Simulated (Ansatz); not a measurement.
Basis-set series for C2H6B2, SMILES `BC(B)=C`. Charge 0, multiplicity 1. The geometry is a stationary point of PBE0-D4/def2-TZVP.

| functional | basis | functions | energy (Eh) | HOMO (eV) | LUMO (eV) |
| --- | --- | --- | --- | --- | --- |
| PBE0-D4 | def2-TZVPP | 208 | -129.31871 | -8.62 | -2.61 |
| PBE0-D4 | def2-QZVPP | 408 | -129.32646 | -8.63 | -2.63 |
| ωB97M-V | def2-TZVPP | 208 | -129.41774 | -10.91 | -0.54 |
| ωB97M-V | def2-QZVPP | 408 | -129.42500 | -10.92 | -0.57 |

Give the rows for def2-SVP. (An estimate is asked.)

Computed: 
| functional | basis | functions | energy (Eh) | HOMO (eV) | LUMO (eV) |
| --- | --- | --- | --- | --- | --- |
| PBE0-D4 | def2-SVP | 86 | -129.17818 | -8.59 | -2.55 |
| ωB97M-V | def2-SVP | 86 | -129.26659 | -10.85 | -0.38 |
